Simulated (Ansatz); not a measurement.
Consider the redistribution: `NB(N)S` + `O/C=N/[SiH3]` → `NBS` + `N/C(O)=N\[SiH3]`.

Gas-phase electronic energies from Ansatz, PBE0-D4/def2-TZVP geometries. CCSD(T)/CBS is the MP2 limit (def2-TZVPP, def2-QZVPP) plus CCSD(T) − MP2 in def2-TZVPP, frozen cores. Double bonds are as drawn, so ΔE can hold a change between cis and trans. Functionals use def2-TZVPP. One conformer a species, not always the lowest.

| species | B2PLYP energy (Eh) |
| --- | --- |
| `NB(N)S` | -535.50413 |
| `O/C=N/[SiH3]` | -460.42473 |
| `NBS` | -480.11890 |
| `N/C(O)=N\[SiH3]` | -515.78223 |

Q: Work out ΔE.

A: ΔE = (-480.11890) + (-515.78223) − (-535.50413) − (-460.42473) = 0.02773 Eh = +72.8 kJ/mol. CCSD(T)/CBS gives +76.3 kJ/mol.

Largest T1 diagnostic among the species: 0.014.

In def2-TZVPP, CCSD(T) changes the Hartree–Fock value by +3.3 kJ/mol (the triples alone add −0.6 kJ/mol) and MP2 by +4.1 kJ/mol.
